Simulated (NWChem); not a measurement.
Molecule: GeIBr, singlet; SMILES [Br][Ge][I]

Low-valent species are run as closed-shell singlets; no triplet was tried in these runs. This build's default masses of Se (78.918 u) and Br (79.917 u) are each other's, which moves their modes by up to 0.6 %. def2 effective core potentials on I; no spin-orbit coupling.

**Question.** Give the equilibrium geometry at PBE0/def2-SVP with def2 effective core potentials on I (NWChem) as an XYZ file, with the point group.

**Answer.** point group Cs; any orientation.
```
3

Ge     1.0968     0.4754     0.0000
Br    -0.5762     2.1188     0.0000
I     -0.2810    -1.6841     0.0000
```
